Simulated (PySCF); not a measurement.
# Cr⁶⁺: ionisation energy

Cr⁶⁺ [Ar] (1S) → Cr⁷⁺ [Ne] 3s2 3p5 (2P), as a difference of total energies. Calculation: PySCF 2.14, in an uncontracted even-tempered set (18 s from 0.25 bohr⁻², ratio 2.5; 12 p from 0.33 bohr⁻², ratio 2.5; 5 d from 3.3 bohr⁻², ratio 2.7; 5 f from 4.9 bohr⁻², ratio 2.7); the non-relativistic Hamiltonian (point nucleus). Correlated levels: outer shells: 1s2 frozen; virtual orbitals above 40 to 60 times the deepest correlated orbital energy dropped. The calculations carry no spin-orbit coupling.

```csv
method,ionisation energy (eV)
UHF,159.06
LDA,160.49
PBE,160.23
PBE0,160.34
r2SCAN,160.51
M06,160.57
revPBE,160.17
MP2 (outer shells),159.90
SCS-MP2 (outer shells),159.79
```

Problem. How much does correlation contribute at MP2 (outer shells)?

Solution. 159.90 − (159.06) = 0.84 eV, measured against UHF.

A first-order spin-orbit estimate (lowest level to lowest level, LS coupling) adds -0.378 eV.

These non-relativistic numbers lack the scalar-relativistic shift.

For comparison: 160.29 ± 0.06 eV (semi-empirical (NIST evaluation); NIST Atomic Spectra Database, ionization energies).
